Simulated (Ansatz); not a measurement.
`FBBr` + `CNC` → `CN(C)BF` + HBr at 700 K and 1 bar (ligand exchange at a B–Br bond).

Calculated with Ansatz (gas phase, PBE0-D4/def2-TZVP geometries, no zero-point term in ΔE). CCSD(T)/CBS is the MP2 limit (def2-TZVPP, def2-QZVPP) plus CCSD(T) − MP2 in def2-TZVPP, frozen cores. For Br outer-core shells are correlated without core-valence functions, which leaves a few kJ/mol of doubt a bond. Scalar relativity is left out up to krypton. One conformer a species, not always the lowest.

| species | CCSD(T)/CBS energy (Eh) | H − E (kJ/mol) | S (J/(mol·K)) |
| --- | --- | --- | --- |
| `FBBr` | -2698.59010 | 76.6 | 322.6 |
| `CNC` | -135.00321 | 296.9 | 352.4 |
| `CN(C)BF` | -259.69840 | 334.1 | 429.5 |
| HBr | -2573.91920 | 36.5 | 223.7 |

H − E and S are ideal-gas, rigid-rotor, harmonic terms from PBE0-D4/def2-TZVP, for one conformer and one mirror image of each species. 1 Eh = 2625.50 kJ/mol, R = 8.31446 J/(mol·K).

Task: By hand: ΔE, ΔH, ΔS and ΔG.

Result: ΔE = (-259.69840) + (-2573.91920) − (-2698.59010) − (-135.00321) = -0.02429 Eh = -63.8 kJ/mol. Δ(H − E) = 334.1 + 36.5 − 76.6 − 296.9 = -2.9, so ΔH = -66.7 kJ/mol. ΔS = 429.5 + 223.7 − 322.6 − 352.4 = -21.8 J/(mol·K). ΔG = -66.7 − 700 × (-21.8)/1000 = -51.4 kJ/mol.

Task: By hand: the equilibrium constant, and the temperature at which ΔG would vanish if ΔH and ΔS stayed fixed.

Result: log₁₀ K = −ΔG/(RT ln 10) = 3.8. ΔG = 0 at ΔH/ΔS = 3060 K, far beyond where these terms or the molecules hold.

ΔH outweighs TΔS. A doubt of 5 kJ/mol in ΔE shifts log₁₀ K by 0.4 here. Other conformers and mirror images would add mixing entropy, several J/(mol·K) or more a flexible species. These are equilibria of isolated gas molecules and say nothing of rates. Largest T1 diagnostic: 0.012 (customary marks: 0.02 for closed shells, 0.045 for open ones).
